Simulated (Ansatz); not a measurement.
```xyz
29

C     0.402   -1.388   -1.727
C     0.244   -2.320   -0.534
C    -0.783   -3.403   -0.832
C    -0.135   -1.568    0.745
Si    1.062   -0.288    1.383
Cl    2.977   -1.047    1.255
Cl    0.661   -0.038    3.394
C     1.070    1.378    0.542
C    -0.279    1.940    0.081
C    -1.233    2.182    1.242
C    -0.067    3.220   -0.716
H     0.658   -1.951   -2.628
H    -0.529   -0.849   -1.927
H     1.192   -0.651   -1.568
H     1.210   -2.807   -0.358
H    -1.768   -2.963   -1.017
H    -0.503   -3.978   -1.719
H    -0.881   -4.100    0.004
H    -0.275   -2.281    1.565
H    -1.106   -1.070    0.615
H     1.558    2.083    1.226
H     1.743    1.283   -0.318
H    -0.741    1.205   -0.589
H    -2.173    2.610    0.886
H    -0.798    2.881    1.962
H    -1.469    1.264    1.785
H     0.395    3.990   -0.091
H     0.586    3.051   -1.575
H    -1.017    3.615   -1.086
```

Charge 0, multiplicity 1.

Problem. List the PBE0/def2-TZVPP orbital energies in eV (the Gaussian-basis code of Ansatz). (Best estimate.)

Solution. Ansatz gave: Occupied: -2767.18, -2767.15, -1804.00, -278.64, -278.59, -278.16, -278.14, -278.01, -277.93, -277.92, -277.91, -259.04, -259.01, -197.31, -197.28, -197.19, -197.19, -197.16, -197.16, -146.15, -100.87, -100.82, -100.73, -23.48, -22.85, -22.83, -22.62, -19.63, -19.49, -19.37, -19.24, -16.10, -16.09, -14.21, -13.43, -13.20, -12.67, -12.52, -12.15, -12.06, -11.26, -11.14, -10.99, -10.94, -10.90, -10.37, -10.14, -10.04, -9.83, -9.65, -9.53, -9.44, -9.15, -9.06, -8.91, -8.78, -8.10. Lowest empty: 0.69, 0.88, 1.03, 1.57, 1.63, 1.78, 2.14, 2.43.
